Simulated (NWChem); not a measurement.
# InHSCl₂; SMILES [SH][In]([Cl])[Cl]

```xyz
5

In     0.0211     0.0010     0.0000
Cl     1.4156    -1.8656     0.0000
Cl    -2.2825    -0.3880     0.0000
S      0.8793     2.2195     0.0000
H     -0.3654     2.7504     0.0000
```
Atoms are numbered in this order, from 1.

Program: NWChem. Coordinates come from a PBE0/def2-SVP optimisation. def2 effective core potentials on In; no spin-orbit coupling.

Question: What does the run give for B97-D/def2-SVP? Quantities: highest occupied level (eV); orbital gap (eV); dipole (D).

Answer: 
- highest occupied level (eV): -6.85
- orbital gap (eV): 3.48
- dipole (D): 1.80
